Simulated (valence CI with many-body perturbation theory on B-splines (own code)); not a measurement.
## Which ion has this spectrum?

A relativistic CI+MBPT calculation for an atom or ion with 13 electrons gives these levels (× 10³ cm⁻¹):

```tsv
J	Parity	E	g
1/2	odd	0.00	0.65
1/2	even	1070.1	2.18
3/2	odd	1475.6	1.32
3/2	even	2352.7	1.65
5/2	even	2470.5	1.35
3/2	even	2620.2	0.96
1/2	even	2688.1	1.23
3/2	even	3036.1	0.83
5/2	even	3312.1	1.21
3/2	odd	3685.9	1.19
3/2	odd	3797.0	0.59
5/2	odd	3883.3	1.03
5/2	even	3927.9	1.41
1/2	odd	4058.1	0.38
```

The energies are calculated, and their last digits are not significant.

Question: Which is it?
A. Gd51+
B. Dy53+
C. Pm48+
D. Eu50+

Answer: A. Gd51+, ground level (3s^2 3p1/2) J=1/2.
